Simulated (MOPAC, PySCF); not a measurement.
System: SnCl, charge 0, multiplicity 2. SMILES: [Cl][Sn]
Geometry from a B3LYP-D3(BJ)/def2-TZVP (Ansatz) optimisation:
```
Sn
Cl 1 2.3937
```
Charge 0, spin multiplicity 2.

Unscaled harmonic wavenumbers (cm⁻¹) in rising order, each level at the stationary point that it reaches from this structure (no distance between atoms moves by over 0.3 Å); the order of modes can differ between levels, and a negative number is imaginary. B3LYP-D3(BJ)/def2-TZVP (PySCF, at the structure above): 335.

PM3 (MOPAC): 308. Zero-point energy 0.4 against 0.5 kcal/mol.

PM7 (MOPAC): 370. Zero-point energy 0.5 against 0.5 kcal/mol.
